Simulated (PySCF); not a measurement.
From one molecule to another.

First species: C5H10O.
InChI=1S/C5H10O/c1-4-5(2)6-3/h4-5H,1H2,2-3H3/t5-/m0/s1

Second species: C₄H₁₁ClSi.
SMILES: `CC[Si@H](C)CCl`

Levels: CAM-B3LYP/def2-SVPD for dipole moment, HOMO energy, LUMO energy, HOMO–LUMO gap, static isotropic polarisability and electronic spatial extent ⟨r²⟩ about the centre of nuclear charge; TDDFT CAM-B3LYP/def2-SVPD for lowest singlet excitation; TDA CAM-B3LYP/def2-SVPD for lowest triplet excitation (Tamm–Dancoff); GFN2-xTB for rotational constant A and rotational constant C. Geometries: GFN2-xTB. All species are isolated and taken at one optimised geometry, non-relativistic unless stated; the electronic structure was computed with PySCF and density fitting.

Dipoles, sizes and rotational constants follow the conformer. The torsions of the flexible species, by atom-mapped SMILES:
- `[CH2:1]=[CH:2][C@H:3]([CH3:4])[O:5][CH3:6]`: C1–C2–C3–C4 -114°, C2–C3–O5–C6 -68°
- `[CH3:1][CH2:2][Si@H:3]([CH3:4])[CH2:5][Cl:6]`: C1–C2–Si3–C4 179°, C2–Si3–C5–Cl6 58°

Q: Which of the two has the higher ⟨r²⟩, and by how much?

A: The second: 1121 bohr² against 678 bohr², a difference of 443 bohr².

Q: Which of the two has the higher T1 energy, and by how much?

A: The second: 6.12 eV against 4.52 eV, a difference of 1.60 eV.

Q: Which of the two has the higher static isotropic polarisability, and by how much?

A: The second: 88.5 au against 67.0 au, a difference of 21.5 au.

Q: Which of the two has the higher dipole moment, and by how much?

A: The second: 1.61 D against 1.21 D, a difference of 0.40 D.

Q: Which has the higher HOMO–LUMO gap?

A: The second: 10.40 eV against 10.12 eV, a difference of 0.28 eV.

Q: Which has the higher rotational constant C?

A: The first: 1.969 GHz against 1.164 GHz, a difference of 0.805 GHz.

Q: Which has the higher HOMO energy?

A: The first: -8.93 eV against -9.23 eV, a difference of 0.30 eV.

Q: Which has the higher rotational constant A?

A: The first: 4.202 GHz against 2.320 GHz, a difference of 1.882 GHz.

On the first: The dipole equals about 4.0 × 10⁻³⁰ C·m (1 D = 3.33564 × 10⁻³⁰ C·m). The vertical singlet–triplet gap S1 − T1 is 2.26 eV (TDDFT singlet less Tamm–Dancoff triplet; S1: HOMO→LUMO, weight 0.85; T1: HOMO−1→LUMO, weight 0.80).

On the second: The principal polarisabilities are 81.9, 90.6 and 93.0 au; their mean is the isotropic value. The dipole matches unit charges of opposite sign 0.34 Å apart (1 e·Å = 4.8032 D).
